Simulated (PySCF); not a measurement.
**Continuum solvent and chemical shifts**

Mapped SMILES: `[CH2:1]=[N:2][c:3]1[cH:4][cH:5][c:6]([CH:7]=[O:8])[cH:9][cH:10]1` (H(Xn): hydrogen on atom n). Ha(C1) is cis to C3; Hb(C1) is trans to C3.

GIAO PBE0/pcSseg-1 in PySCF 2.14 on one PBE0-D3(BJ)/def2-SVP conformer, non-relativistic, equivalent nuclei averaged. Solvents enter as an IEF-PCM continuum (dichloromethane with ε = 8.9, acetone with ε = 20.5) around the gas-phase geometry. Shifts are referred to TMS computed in the same medium.

In dichloromethane, δ in ppm: C7 197.9, C1 167.0, C3 165.0, C5/C9 138.8, C6 138.0, C4/C10 127.2, H(C7) 9.87, H(C5)/H(C9) 8.23, Ha(C1) 7.73, Hb(C1) 7.69, H(C4)/H(C10) 7.38. Dipole moment 4.27 D.

**Question.** How does each δ change in the more polar medium?

**Answer.** 
```
       atoms                              environment  Δδ, acetone
          C7                 aldehyde carbonyl carbon         +0.7
          C1                               C=N carbon         +0.9
          C3         aromatic carbon bearing nitrogen         +0.2
       C5/C9                              aromatic CH         +0.2
          C6              substituted aromatic carbon         +0.1
      C4/C10                              aromatic CH         +0.2
       H(C7)  hydrogen on an aldehyde carbonyl carbon        +0.01
 H(C5)/H(C9)               hydrogen on an aromatic CH        +0.02
      Ha(C1)                 hydrogen on a C=N carbon        +0.03
      Hb(C1)                 hydrogen on a C=N carbon        +0.03
H(C4)/H(C10)               hydrogen on an aromatic CH        +0.03
```

Changes are relative to dichloromethane. The dipole moment becomes 4.36 D in acetone.

**Question.** Which nuclei move most (in ppm), and what does the model miss?

**Answer.** C1 (C=N carbon, +0.9 ppm) in acetone. A continuum only polarises the solute; specific hydrogen bonds, the anisotropy of aromatic solvents and changes of geometry or conformer are outside it.
